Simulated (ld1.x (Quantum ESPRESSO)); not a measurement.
## An all-electron radial function and its pseudo partner (argon (Ar))

Columns: radius, all-electron u(r) and pseudo u(r) of the 3s shell (level -50.55 eV) of argon in the configuration [Ne] 3s2 3p4; PBE, scalar-relativistic, RRKJ scheme, ld1.x (Quantum ESPRESSO) 7.5.

```
r (bohr)  all-electron  pseudo
   0.060        0.2421  0.0290
   0.120       -0.0351  0.0590
   0.180       -0.3128  0.0911
   0.240       -0.4633  0.1264
   0.300       -0.4839  0.1661
   0.360       -0.4073  0.2114
   0.420       -0.2695  0.2632
   0.480       -0.1002  0.3224
   0.540        0.0786  0.3893
   0.600        0.2522  0.4634
   0.660        0.4115  0.5430
   0.720        0.5514  0.6252
   0.780        0.6697  0.7063
   0.840        0.7664  0.7816
   0.900        0.8420  0.8469
   0.960        0.8979  0.8988
   1.020        0.9356  0.9356
   1.080        0.9573  0.9573
   1.140        0.9654  0.9654
   1.200        0.9617  0.9617
   1.260        0.9483  0.9483
   1.320        0.9271  0.9271
   1.380        0.8996  0.8996
   1.440        0.8673  0.8673
   1.500        0.8316  0.8316
   1.560        0.7933  0.7933
```

Task: How many radial nodes do the two functions have?

Result: The all-electron 3s function has n − l − 1 = 2; the pseudo-wave has 0, since the states of the same l below it are removed with the core.

Task: At about which radius was the pseudo-wave matched?

Result: 1.20 bohr. The columns agree to 0.0005 from 1.02 bohr on; several derivatives are matched, so the curves merge somewhat inside the radius.

Task: Where does each function peak?

Result: Outermost all-electron maximum near 1.14 bohr, pseudo maximum near 1.14 bohr (to the table’s step).

Task: Is the pseudo-wave norm-conserving?

Result: Yes: the RRKJ scheme keeps the norm inside the radius equal to the all-electron one, which fixes the energy derivative of the logarithmic derivative at the level.
